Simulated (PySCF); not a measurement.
Correlation energy of F²⁺ (fluorine, charge +2)

[He] 2s2 2p3, high-spin 4S determinant. Calculation: PySCF 2.14, in cc-pVDZ; no relativity, point nucleus. Frozen: 1s2; 5 electrons correlated.

MP2 pair energies summed by pair of shells (mhartree):

```json
{"pair": "2s-2p", "energy": "-46.34", "share (%)": "67.7"}
{"pair": "2p-2p", "energy": "-15.19", "share (%)": "22.2"}
{"pair": "2s-2s", "energy": "-6.96", "share (%)": "10.2"}
```

Total MP2 correlation energy: -68.49 mhartree.

Same-spin part -17.48 and opposite-spin part -51.01 mhartree; SCS-MP2 scales them by 1/3 and 6/5 to -67.04 mhartree.

```
  level  correlation energy (mhartree)
   CCSD                         -82.10
    (T)                          -0.38
CCSD(T)                         -82.48
```

Diagnostics: T1 = 0.0028, D1 = 0.0049, largest double amplitude 0.033.

Cost of the coupled-cluster step: 0.05 s of wall time on 1 thread of Neoverse-V2 (shared host), for 5 correlated electrons.

Iterations:

```
CC2 = 0
CCSD nocc = (np.int64(4), np.int64(1)), nmo = (13, 13)
frozen orbitals [[0], [0]]
max_cycle = 100
direct = 0
conv_tol = 1e-08
conv_tol_normt = 1e-06
diis_space = 8
diis_start_cycle = 0
Init t2, MP2 energy = -0.0684887919703109
Init E_corr(UCCSD) = -0.0684887919704869
cycle = 1  E_corr(UCCSD) = -0.0793772593086227  dE = -0.0108884673  norm(t1,t2) = 0.0191863
cycle = 2  E_corr(UCCSD) = -0.0814343137497134  dE = -0.00205705444  norm(t1,t2) = 0.00513247
cycle = 3  E_corr(UCCSD) = -0.0821199545900803  dE = -0.00068564084  norm(t1,t2) = 0.00169693
cycle = 4  E_corr(UCCSD) = -0.0820952403289157  dE = 2.47142612e-05  norm(t1,t2) = 0.000215945
cycle = 5  E_corr(UCCSD) = -0.0820970574851755  dE = -1.81715626e-06  norm(t1,t2) = 3.0559e-05
cycle = 6  E_corr(UCCSD) = -0.0820970430443883  dE = 1.44407871e-08  norm(t1,t2) = 2.55073e-06
cycle = 7  E_corr(UCCSD) = -0.0820970748659966  dE = -3.18216082e-08  norm(t1,t2) = 1.9948e-07
cycle = 8  E_corr(UCCSD) = -0.0820970720062925  dE = 2.85970407e-09  norm(t1,t2) = 1.52054e-08
UCCSD converged
E(UCCSD) = -97.65478841552864  E_corr = -0.08209707200629249
UCCSD(T) correction = -0.000382700220676574
```
